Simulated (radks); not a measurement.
Ionisation of the potassium ion K11+, [He] 2s2 2p4, to [He] 2s2 2p3 as the strength of local exchange is varied. All-electron calculation, scalar-relativistic Kohn-Sham, Slater X-alpha exchange (alpha = 2/3 is LDA exchange), no correlation, spin-polarised, spherical densities, finite nucleus; open shells are filled with parallel spins first; Fermi nuclear charge, rms radius 3.4349 fm. Program: a radial shooting solver on a logarithmic mesh with Libxc functionals.

alpha  E(K11+) (hartree)  exchange (hartree)  IE (eV)  -e of the level emptied (eV)  <r> of it (bohr)
0.563         -528.63083           -18.26067   617.91                   586.42 (2p)            0.3284
0.667         -532.01268           -21.72770   625.20                   594.23 (2p)            0.3266
0.762         -535.11467           -24.92028   631.89                   601.42 (2p)            0.3250
0.912         -540.03744           -30.01094   642.54                   612.86 (2p)            0.3225
0.935         -540.79496           -30.79689   644.18                   614.63 (2p)            0.3221
1.026         -543.79912           -33.92058   650.70                   621.64 (2p)            0.3206

NIST Atomic Spectra Database: 631 eV (semi-empirical). The Delta-SCF value meets it near alpha = 0.75. Open shells are spherical and high-spin; term and fine-structure splittings are not resolved.
